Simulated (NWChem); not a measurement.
# AlH2O2Br; SMILES [OH][Al]([OH])[Br]

```xyz
6

Al     0.0000     0.0000     0.9809
Br     0.0000     0.0000    -1.2932
O      0.0000    -1.4563     1.8571
H      0.0000    -2.3050     1.3979
O      0.0000     1.4563     1.8571
H      0.0000     2.3050     1.3979
```
Atoms are numbered in this order, from 1.

Computed with NWChem. The geometry was optimised at B3LYP/6-31G* (spherical d). Level M06-2X/def2-SVP: energy and gradient on several grids; changes count from the extra-fine grid, which is no exact limit either.

Q: Which is the coarsest grid (coarse; xcoarse; fine; medium; xfine) from which on the energy stays within 50 μHa and each gradient component within 100 μHa/bohr of xfine?

A: fine.
```
grid     size of the energy change (μHa)  largest change of a gradient component (μHa/bohr)
-------  -------------------------------  -------------------------------------------------
xcoarse                            20000                                               3000
coarse                               900                                                300
medium                                20                                                300
fine                                < 10                                                 40
xfine                               < 10                                               < 30
```
